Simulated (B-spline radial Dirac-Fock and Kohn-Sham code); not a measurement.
**The F-like isoelectronic sequence (9 electrons), Z = 9 to 20**

These are calculated numbers from an atomic code on a B-spline grid; the model is Dirac-Fock (average of configuration) total-energy differences with a finite nucleus, the Breit interaction including its frequency dependence, and self-energy and vacuum-polarisation corrections. Binding energies in eV, tabulated ground configurations ([He] 2s2 2p5 throughout). Electron correlation is not included.

```tsv
ion	1s	2s	outermost level	NIST ionisation energy
F	698.0	40.12	17.11 (2p)	17.42282
Ne⁺	895.7	68.97	41.03 (2p)	40.96297
Mg³⁺	1374.1	147.9	110.0 (2p)	109.2654
Al⁴⁺	1654.7	197.8	154.8 (2p)	153.8252
Si⁵⁺	1962.9	254.6	206.6 (2p)	205.279
P⁶⁺	2298.6	318.3	265.2 (2p)	263.57 ± 0.06
S⁷⁺	?	?	?	?
Cl⁸⁺	3053.0	466.7	403.1 (2p)	400.851 ± 0.012
Ar⁹⁺	3471.7	551.3	482.3 (2p)	479.76 ± 0.12
K¹⁰⁺	3918.3	642.8	568.4 (2p)	565.6 ± 0.7
Ca¹¹⁺	4392.6	741.4	661.4 (2p)	658.2 ± 0.9
```

Task: Fill in the row of S⁷⁺.

Result: 1s 2662.0, 2s 389.0, outermost 330.7 (2p), NIST 328.794 ± 0.007 eV.

NIST's values are for the lowest levels; a dash marks a value that is missing or belongs to another shell. Their kind here: measured, semi-empirical. Where a p, d or f shell is open in either ion the computed value averages over both j values and all terms, while the table refers to the lowest levels; that difference holds spin-orbit splitting (largest in heavy or highly charged ions), term energies where several electrons share open shells, and correlation, and it can reach 10 % or more.
